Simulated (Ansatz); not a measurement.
Na₇⁻, relaxed as a singlet with RKS PBE0/def2-SVPD in Ansatz, starting from the GFN1-xTB geometry. Force threshold 0.02 eV/Å.

The restricted singlet is unstable towards broken spin symmetry in Hartree–Fock (as tested in another run); at PBE0/def2-SVPD this wasn't settled. The structure comes from a short search, and lower isomers may exist.

Start:

```xyz
7

Na   -1.117   -1.737    1.688
Na   -1.046   -1.641    1.758
Na   -0.122    2.102   -1.793
Na    0.423   -0.355   -0.033
Na    0.474   -0.565   -0.071
Na   -0.251    2.129   -0.856
Na    1.640    0.067   -0.692
```

Task: Estimate the energy that the relaxation releases and the steps that it takes.

Result: 214970.6 kcal/mol, in 33 steps; 2 min on 4 threads of Arm Neoverse V2 on a shared host. The force fell under the threshold at step 31, but the optimiser went on and released 0.004 eV more. No frequencies were taken in this run, so the end may be a saddle point.

Task: Does the start keep its bonding?

Result: Bonds lost: Na3–Na4, Na3–Na7, Na4–Na5 (atoms count from 1). Bonds formed: Na1–Na3, Na1–Na6 (atoms count from 1). Metal–metal contacts that move far: Na1–Na5 2.65 to 3.92 Å, Na5–Na6 2.90 to 3.99 Å.

Task: Predict the relaxed structure.

Result: 
```xyz
7

Na   -2.051    0.092    1.239
Na    0.096   -2.618    1.164
Na   -2.331    1.569   -1.915
Na    1.094    0.671    2.561
Na   -0.334   -1.305   -1.991
Na    0.793    2.221   -0.504
Na    2.733   -0.630   -0.554
```
Bond lengths (bridged metal pairs left out): 14 × Na–Na 3.44 to 3.96 Å.
